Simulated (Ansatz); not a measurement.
Geometry optimisation, Ansatz, RKS revPBE/6-31G*.

Input:

```yaml
crystal:
  periodic: [false, false, false]
  atoms:
    - { symbol: B, position_ang: [0.0, 0.0, 0.0] }
    - { symbol: "N", position_ang: [0.0, 0.0, 1.9] }
    - { symbol: H, position_ang: [-0.877, -0.2713, 2.43] }
    - { symbol: H, position_ang: [0.877, 0.2713, 2.43] }
    - { symbol: Cl, position_ang: [1.6108, 0.0, -0.93] }
    - { symbol: "N", position_ang: [-1.3423, 0.0, -0.775] }
    - { symbol: H, position_ang: [-2.0112, -0.8164, -0.6764] }
    - { symbol: H, position_ang: [-1.5914, 0.8164, -1.4036] }
    - { symbol: "N", position_ang: [0.3891, -1.712, 0.5833] }
    - { symbol: H, position_ang: [-0.178, -2.5344, 0.2289] }
    - { symbol: Si, position_ang: [1.7456, -1.9841, 1.7658] }
    - { symbol: H, position_ang: [2.0886, -3.4029, 1.7959] }
    - { symbol: H, position_ang: [2.9134, -1.2105, 1.3542] }
    - { symbol: H, position_ang: [1.3246, -1.5575, 3.0971] }
    - { symbol: H, position_ang: [0.2521, -1.1093, 1.6091] }
basis:
  gaussian: { orbitals: "6-31G*" }
hamiltonian:
  xc: revpbe
relax:
  f_tol: 0.15
  max_steps: 25
  restrain:
    - { distance: [0, 8], at: 1.55, k: 30.0 }
    - { distance: [14, 1], at: 1.06, k: 30.0 }
    - { distance: [0, 1], at: 2.75, k: 30.0 }
    - { distance: [14, 8], at: 2.26, k: 30.0 }
```

Run as:

```bash
$ ansatz run input.yaml --threads 4 --pin off --max-ram 5120MiB --backend cpu --events-out ev --progress --plain --runs-dir out
```

Problem. Where does it end, and by what steps?

Solution. It converged. The restraints hold the end off the free minimum; the threshold counts their pulls, which the force column leaves out. Restrained pairs: B1–N9 (1.85 → 1.50 Å), N2–H15 (1.17 → 1.04 Å), B1–N2 (1.90 → 2.76 Å), N9–H15 (1.20 → 2.27 Å). After 13 steps the energy has fallen by 5.472 eV (the restraints' own energy left out); H4 moved furthest, 1.17 Å.

```
step  energy less start (eV)  largest force component (eV/Å)  accepted
   0                  0.0000                           4.256       yes
   1                 -1.0194                           4.219       yes
   2                 -1.6217                           3.805       yes
   3                 -2.4677                           2.441       yes
   4                 -3.8539                           1.610       yes
   5                 -4.6779                           0.982       yes
   6                 -5.1303                           1.020       yes
   7                 -5.2560                           1.022       yes
   8                 -5.3249                           1.382       yes
   9                 -5.4093                           1.249       yes
  10                 -5.4407                           1.325       yes
  11                 -5.4556                           1.309       yes
  12                 -5.4634                           1.331       yes
  13                 -5.4720                           1.176       yes
```

```xyz
15
Properties=species:S:1:pos:R:3
B 0.208 -0.571 -0.180
N -0.661 0.533 2.196
H -1.270 0.627 3.024
H 0.131 1.171 2.365
Cl 1.493 0.707 -0.263
N -0.949 -0.426 -0.989
H -1.783 -0.980 -0.798
H -1.184 0.495 -1.355
N 0.494 -1.812 0.617
H -0.267 -2.495 0.575
Si 1.985 -2.427 1.329
H 2.006 -3.919 1.137
H 3.184 -1.809 0.690
H 2.064 -2.180 2.813
H -0.249 -0.426 2.248
```

Run time: 27 s on 4 threads of Arm Neoverse V1 (shared host), peak memory 0.19 GiB.
